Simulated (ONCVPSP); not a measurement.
# Transferability test, ONCV potential for vanadium

| Property | Result |
| --- | --- |
| Element | V (Z = 23) |
| Generator | ONCVPSP 4.0.1 |
| Type | optimised norm-conserving Vanderbilt (ONCV) |
| Functional | PBE |
| Relativity | scalar-relativistic |
| Frozen core | [Ar] |
| Valence charge | 5 |
| Reference configuration | 3d3 (charge +2) |
| Partial waves | s scattering state at 0.37 Ha: rc 2.25 bohr, ncon 5, nbas 8, qcut 2.7 1/bohr, 2 projectors, debl 3.9 Ha; p scattering state at 0.04 Ha: rc 2.45 bohr, ncon 4, nbas 7, qcut 3 1/bohr, 2 projectors, debl 1.2 Ha; 3d: rc 2.25 bohr, ncon 4, nbas 8, qcut 7.4 1/bohr, 2 projectors, debl 1.9 Ha |
| Local potential | polynomial inside 1.75 bohr (lpopt 5, dvloc0 2 Ha) |
| Core correction | none |

In the s channel the program set the typed energies aside and used 0.050, 3.950 Ha. In the p channel the program set the typed energies aside and used 0.050, 1.250 Ha.

Energies are relative to the spin-unpolarised reference configuration 3d3; without spin polarisation the order of configurations can differ from experiment.

```csv
valence configuration,charge,ΔE all-electron (eV),error AE − PS (meV)
3d3 4s2,0,-22.031,+577
3d3 4s1,+1,-14.296,+264
3d3 4s1.5,+0.5,-18.939,+433
```

(1) What are ΔE and the potential's error for 3d2?

Note: no bound ghost flagged; GHOST(+) flagged for s at 105.7 eV.

## Answers

(1) ΔE = 28.897 eV all-electron; the error (AE − PS) is +211 meV.
